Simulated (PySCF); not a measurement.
# The third ionisation energy along group 14

Calculated with PySCF 2.14 from differences of total energies of unrestricted determinants, without spin-orbit coupling. Values in eV. The last column holds reference values (NIST; (s) semi-empirical, (t) theoretical, else measured). Unmarked ones compare directly (S terms, centres of terms, or small fine structure); those marked * lie between the lowest fine-structure levels and include a spin-orbit shift.

```tsv
element	configurations	UHF	MP2 (valence)	SCS-MP2 (valence)	CCSD (valence)	CCSD(T) (valence)	CCSDT (valence)	reference
Ge (cc-pVDZ-PP with ECP10MDF, ECP)	[Ar] 3d10 4s2 → [Ar] 3d10 4s1	32.212	32.897	33.034	33.234	33.234	33.234	34.058
Sn (cc-pVDZ-PP with ECP28MDF, ECP)	[Kr] 4d10 5s2 → [Kr] 4d10 5s1	28.543	29.135	29.253	29.428	29.428	29.428	30.506
Pb (cc-pVDZ-PP with ECP60MDF, ECP)	[Xe] 4f14 5d10 6s2 → [Xe] 4f14 5d10 6s1	29.768	30.238	30.332	30.446	30.446	30.446	31.937
```

| method | elements | mean error (eV) | mean absolute error (eV) | largest error (eV) |
| --- | --- | --- | --- | --- |
| UHF | 3 | -1.993 | 1.993 | -2.169 |
| MP2 (valence) | 3 | -1.410 | 1.410 | -1.699 |
| SCS-MP2 (valence) | 3 | -1.294 | 1.294 | -1.605 |
| CCSD (valence) | 3 | -1.131 | 1.131 | -1.491 |
| CCSD(T) (valence) | 3 | -1.131 | 1.131 | -1.491 |
| CCSDT (valence) | 3 | -1.131 | 1.131 | -1.491 |

Errors include the incompleteness of the basis and the frozen core.

"Valence" correlates the outer s and p shells and, in groups 3 to 12 and the f block, the outer d or f shell, open or full, or the next shell where the ion has no valence electron left; the wider scheme adds the next inner shell.
